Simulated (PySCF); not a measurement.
# Frontier levels across methods

Species: 2-bromopyridine, C5H4BrN.
Atom-mapped SMILES: `[Br:1][c:2]1[cH:3][cH:4][cH:5][cH:6][n:7]1` (hydrogens: H8 on C3; H9 on C4; H10 on C5; H11 on C6)

Basis pcSseg-1 throughout (PySCF), one geometry. Isolated species at its PBE0-D3(BJ)/def2-SVP geometry, gas phase. The calculation is non-relativistic, for bromine too.

How do the orbital energies, the gap and the dipole change with the method?

| method | kind | HOMO (eV) | LUMO (eV) | gap (eV) | μ (D) | SCF cycles |
| --- | --- | --- | --- | --- | --- | --- |
| KT3 | GGA | -6.38 | -2.02 | 4.36 | 3.08 | 14 |
| KT2 | GGA | -6.39 | -2.06 | 4.33 | 3.12 | 14 |
| LDA | LDA | -6.51 | -2.36 | 4.15 | 3.20 | 14 |
| B3LYP | global hybrid | -7.18 | -1.36 | 5.82 | 3.24 | 12 |
| B97-2 | global hybrid | -7.20 | -1.25 | 5.96 | 3.33 | 12 |
| PBE0 | global hybrid | -7.44 | -1.20 | 6.25 | 3.34 | 12 |
| BHandHLYP | global hybrid | -8.28 | -0.10 | 8.18 | 3.42 | 13 |
| wB97X-D | range-separated hybrid | -9.21 | 0.55 | 9.76 | 3.41 | 13 |
| HF | Hartree–Fock | -9.51 | 2.52 | 12.03 | 3.64 | 13 |

The HOMO spans 3.13 eV, from KT3 down to HF, and the gap runs from 4.15 eV (LDA) to 12.03 eV (HF). Over the methods KT3 (0 %), KT2 (0 %), LDA (0 %), B3LYP (20 %), B97-2 (21 %), PBE0 (25 %), BHandHLYP (50 %), HF (100 %), a straight line through the gap against the share of exact exchange rises by 0.78 eV for each 10 % (correlation coefficient 1.000). The dipole ranges from 3.08 D (KT3) to 3.64 D (HF). This basis has no diffuse functions.

The vertical ΔSCF ionisation energy at B3LYP/def2-SVPD is 9.28 eV; −ε(HOMO) comes closest to it with wB97X-D (9.21 eV).
